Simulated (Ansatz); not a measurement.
Calculated with Ansatz (gas phase, PBE0-D4/def2-TZVP geometries, no zero-point term in ΔE). CCSD(T)/CBS adds triple-zeta CCSD(T) − MP2 to the extrapolated MP2 energy (def2 sets, frozen cores). This one scheme is used for every species. DFT in def2-TZVPP. For Br outer-core shells are correlated without core-valence functions, which leaves a few kJ/mol of doubt a bond. Scalar relativity is left out up to krypton. Each species was taken in one conformer, which may not be the lowest.

`[SiH3]O[Si]Br` + `N[SiH2]F` → `F[SiH2]N[SiH3]` + `O[Si]Br`  (ligand exchange at the Si–O bond)

`[SiH3]O[Si]Br`:

Z-matrix (Å, degrees):
```
Si
O 1 1.663
H 1 1.482 2 109.6
H 1 1.482 2 109.5 3 121.3
H 1 1.481 2 106.8 3 -119.3
Si 2 1.626 1 144.1 3 -59.9
Br 6 2.293 2 101.7 1 -0.0
```

`N[SiH2]F`:

```xyz
7

N    -0.333    0.509   -0.853
Si    0.097   -0.362    0.537
F     1.615   -0.157    1.012
H    -0.532    1.495   -0.824
H    -0.060    0.209   -1.775
H    -0.043   -1.805    0.243
H    -0.745    0.109    1.659
```

`F[SiH2]N[SiH3]`:

```xyz
10

F     2.416    0.245   -0.801
Si    1.451   -0.431    0.284
N    -0.160   -0.563   -0.263
Si   -1.432    0.607   -0.138
H     1.997   -1.785    0.529
H     1.479    0.446    1.474
H    -0.367   -1.385   -0.814
H    -1.829    1.142   -1.468
H    -0.914    1.711    0.707
H    -2.641    0.012    0.490
```

`O[Si]Br`:

Cartesian coordinates in Å:
```
O 0.577 0.918 0.256
Si -0.198 0.336 -1.061
Br -0.979 -1.666 -0.271
H 0.600 0.413 1.075
```

```json
{"level": "PBE-D4", "ΔE (kJ/mol)": "40.2", "difference from CCSD(T)/CBS": "-6.0"}
{"level": "revPBE-D4", "ΔE (kJ/mol)": "39.0", "difference from CCSD(T)/CBS": "-7.2"}
{"level": "PBE0-D4", "ΔE (kJ/mol)": "41.8", "difference from CCSD(T)/CBS": "-4.4"}
{"level": "ωB97X-V", "ΔE (kJ/mol)": "45.0", "difference from CCSD(T)/CBS": "-1.2"}
{"level": "B2PLYP", "ΔE (kJ/mol)": "47.5", "difference from CCSD(T)/CBS": "1.3"}
{"level": "BLYP", "ΔE (kJ/mol)": "46.0", "difference from CCSD(T)/CBS": "-0.2"}
{"level": "LC-ωPBE", "ΔE (kJ/mol)": "42.0", "difference from CCSD(T)/CBS": "-4.2"}
{"level": "HF/def2-SVP", "ΔE (kJ/mol)": "50.5", "difference from CCSD(T)/CBS": "4.3"}
{"level": "MP2/def2-SVP", "ΔE (kJ/mol)": "42.7", "difference from CCSD(T)/CBS": "-3.5"}
{"level": "MP2/def2-QZVPP", "ΔE (kJ/mol)": "46.9", "difference from CCSD(T)/CBS": "0.7"}
{"level": "CCSD(T)/CBS", "ΔE (kJ/mol)": "46.2", "difference from CCSD(T)/CBS": "0"}
```

What do rigid-rotor, harmonic-oscillator terms from PBE0-D4/def2-TZVP frequencies (298.15 K, 1 bar) make of the CCSD(T)/CBS value? (Estimate.)

The calculation gave: ΔZPE = -0.5 kJ/mol, ΔH = +44.9 kJ/mol, ΔS = -4 J/(mol·K), ΔG = +46.0 kJ/mol.

Largest T1 diagnostic among the species: 0.012.

In def2-TZVPP, CCSD(T) changes the Hartree–Fock value by −8.6 kJ/mol (the triples alone add −1.1 kJ/mol) and MP2 by −8.0 kJ/mol. Leaving LDA and LC-ωPBE aside and taking each functional with its dispersion term where it has one, the values, not all of them listed here, spread over 13.3 kJ/mol, from revPBE-D4 to BHLYP-D4. At CCSD(T), def2-SVP lies −3.7 kJ/mol from the extrapolated value and def2-TZVPP −0.5 kJ/mol.
